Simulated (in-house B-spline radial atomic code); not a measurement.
Values are calculated unless marked as measured or tabulated.
**Cd in an electron gas of r_s = 2: phase shifts, screening, friction and resistivity**

A nucleus sits in a uniform electron gas with a rigid positive background. The Kohn-Sham equations are solved self-consistently in the spin-unpolarised LDA (PW92), non-relativistic, on B-splines with outgoing waves at the boundary and partial waves to l = 8. The model has no lattice, no bands and no magnetic solution. Atomic units; δ_l are the phase shifts at the Fermi level, counted so that each bound state adds π, and good to about 0.0005.

The density parameter is r_s = 2 bohr, near that of the valence electrons of Si (4 per atom, density 2.33 g/cm³, mass 28.09 u, which gives r_s = 2.01).

```
l  δ_l (rad)
0    12.6064
1     9.9732
2     6.3611
3     0.1183
4     0.0205
5     0.0037
6     0.0008
7     0.0001
8     0.0000
```

Bound levels below the band bottom (hartree): d -14.33, s -3.283, p -2.085, d -0.1718, s -0.01105 and deeper ones.

(1) Check the Friedel sum rule, and say where the screening charge sits.

(2) Find the transport cross section and the electronic stopping of a 1 keV Cd ion (mass 112.41 u).

(3) What residual resistivity would 1 atomic per cent of such centres give in a metal of this density?

(4) On a substitutional site the background of one host ion, a sphere holding 4 charges, is taken out. The phase shifts for l = 0 to 4 become 11.9978, 9.1981, 5.9930, -0.0408, -0.0127. What follows?

Results:

(1) k_F = (9π/4)^(1/3)/r_s = 0.95958. The rule is Z = (2/π) Σ (2l + 1) δ_l. The terms are s 8.025, p 19.047, d 20.248, f 0.527 and 0.151 beyond, in all 47.999 against Z = 48. Bound states hold 10 s, 18 p, 20 d electrons, so the scattering states carry 0.00 in all; where a term is smaller than its bound count, the bound level has drawn weight out of the band.

(2) σ_tr = (4π/k_F²) Σ (l + 1) sin²(δ_l − δ_(l+1)). The terms for l = 0 to 3 are 0.2369, 0.4110, 0.0049, 0.0381, all together 0.6925, so σ_tr = 13.647 × 0.6925 = 9.450 bohr². With n = 3/(4π r_s³) = 0.02984, the friction coefficient is Q = n k_F σ_tr = 0.2706. For v well below v_F = 0.960, dE/dx = Q v; with 24801 eV per u at v = 1, v = √(1000/(24801 × 112.41)) = 0.0189, so dE/dx = 0.00513 hartree/bohr = 2.64 eV/nm. The largest term couples the p and d waves.

(3) Δρ = k_F n_i σ_tr/n in atomic units of 21.74 μΩ·cm. With one host atom per 4 electrons, n_i/n = 0.01/4, so Δρ = 0.9596 × 0.00250 × 9.450 × 21.74 = 0.49 μΩ·cm. This is an atom added to the gas, as on an interstitial site.

(4) The Friedel sum is now 44.00, for Z − 4 = 44. The sum in σ_tr is 0.3069, so σ_tr = 4.19 bohr² and Δρ = 0.22 μΩ·cm per atomic per cent, 0.44 times the value above. A real host ion scatters too, so this model doesn't give zero even for the host's own atom.
